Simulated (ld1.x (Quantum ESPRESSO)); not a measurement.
Ru, TM: configuration errors across variants

ld1.x (Quantum ESPRESSO) 7.5 input, shortened:

```
&input
   title='Ru', zed=44., rel=2, dft='PZ', iswitch=3,
   config='[Kr] 4d7 5s1 5p0', rel_dist='average'
 /
 &inputp
   pseudotype=2, tm=.true., lloc=-1, rcloc=1.25,
   nlcc=.true., new_core_ps=.true., rcore=1.40
 /
3
5S  1  0   1.00   0.00  3.00  3.00  0.0
4P  2  1   6.00   0.00  1.35  1.35  0.0
4D  3  2   7.00   0.00  1.60  1.60  0.0
 &test
   configts(1)='4p6 4d7 5s1 5p0'
 /
```

Open shells are filled in proportion to 2j + 1 (rel_dist='average').

All-electron excitation energies from the reference (eV): (1) 4p6 4d7 5s0 5p0 7.615; (2) 4p6 4d6 5s0 5p0 26.052; (3) 4p6 4d5 5s0 5p0 56.897; (4) 4p6 4d8 5s0 5p0 -0.269; (5) 4p6 4d6 5s1 5p1 5.654; (6) 4p6 4d7 5s0 5p1 3.581; (7) 4p6 4d7.5 5s0.5 5p0 -0.282.

A true bound ghost makes a file unfit for plane-wave use even where its test errors are small: the radial tests pick states by their node count and pass the ghost by.

Errors AE − PS in meV (a dash: test not solved or not reliable):

| change | (1) | (2) | (3) | (4) | (5) | (6) | (7) | bound ghosts |
| --- | --- | --- | --- | --- | --- | --- | --- | --- |
| base | -8.5 | +0.7 | +4.9 | -12 | +40 | +17 | -3.2 | s |
| wave 4p (bound): rc 1.35 bohr becomes 4p (bound): rc 0.98 bohr | -8.5 | +0.7 | +4.5 | -12 | +32 | +12 | -3.2 | s |
| wave 4p (bound): rc 1.35 bohr becomes 4p (bound): rc 1.16 bohr | -8.6 | +0.7 | +4.4 | -12 | +32 | +12 | -3.3 | s |
| wave 4p (bound): rc 1.35 bohr becomes 4p (bound): rc 1.26 bohr | -8.5 | +0.7 | +4.7 | -12 | +36 | +15 | -3.2 | s |
| wave 4p (bound): rc 1.35 bohr becomes 4p (bound): rc 1.38 bohr | -8.5 | +0.6 | +5.0 | -12 | +43 | +19 | -3.2 | s |
| wave 4p (bound): rc 1.35 bohr becomes 4p (bound): rc 1.52 bohr | -8.4 | +0.6 | +5.7 | -12 | +55 | +27 | -3.1 | s |
| wave 4p (bound): rc 1.35 bohr becomes 4p (bound): rc 1.66 bohr | -8.4 | +0.6 | +6.9 | -12 | +70 | +37 | -3.1 | s |
| wave 4p (bound): rc 1.35 bohr becomes 4p (bound): rc 1.74 bohr | -8.3 | +0.6 | +7.4 | -12 | +77 | +42 | -3.1 | s |
| wave 4p (bound): rc 1.35 bohr becomes 4p (bound): rc 1.88 bohr | -8.3 | +0.7 | +8.2 | -12 | +86 | +47 | -3.1 | s |
| wave 4p (bound): rc 1.35 bohr becomes 4p (bound): rc 2.00 bohr | -8.3 | +0.6 | +8.2 | -12 | +88 | +49 | -3.1 | s |

(1) Give the same row for: wave 4p (bound): rc 1.35 bohr becomes 4p (bound): rc 0.86 bohr.

## Answers

(1) -8.5, +0.6, +4.4, -12, +41, +18, -3.2; bound ghosts: s.
